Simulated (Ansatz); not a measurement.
Stepwise reaction of `C[SiH](O)[SiH](O)O` with hydrogen, as a gas-phase model of exchange steps in deposition or etching. ΔE in kJ/mol.

Gas-phase electronic energies from Ansatz, PBE0-D4/def2-TZVP geometries. CCSD(T)/CBS is the MP2 limit (def2-TZVPP, def2-QZVPP) plus CCSD(T) − MP2 in def2-TZVPP, frozen cores. This one scheme is used for every species. Functionals use def2-TZVPP. B3LYP here is the variant with VWN-RPA as its local correlation; programs differ in this. One conformer a species, not always the lowest.

```tsv
step	reaction	PBE-D4	B3LYP-D4	ωB97M-V	CCSD(T)/CBS
2	`C[SiH2][SiH](O)O` + H₂ → `C[SiH2][SiH2]O` + H₂O	80.6	87.6	88.0	85.2
```

**Question.** Give the row of step 1, `C[SiH](O)[SiH](O)O` + H₂ → `C[SiH2][SiH](O)O` + H₂O. (An estimate is asked.)

**Answer.** Ansatz gave: 
```tsv
step	reaction	PBE-D4	B3LYP-D4	ωB97M-V	CCSD(T)/CBS
1	`C[SiH](O)[SiH](O)O` + H₂ → `C[SiH2][SiH](O)O` + H₂O	66.4	72.7	72.5	68.4
```

**Question.** By hand: ΔE of the 2 steps together at CCSD(T)/CBS.

**Answer.** (68.4) + (85.2) = 153.6 kJ/mol, or 76.8 kJ/mol a step.

In ΔE each step is higher than the one before. All are uphill at CCSD(T)/CBS. PBE-D4 differs from CCSD(T)/CBS by -4.6 to -2.0 kJ/mol a step. Isolated molecules leave out the surface, adducts and barriers. Largest T1 diagnostic: 0.012.
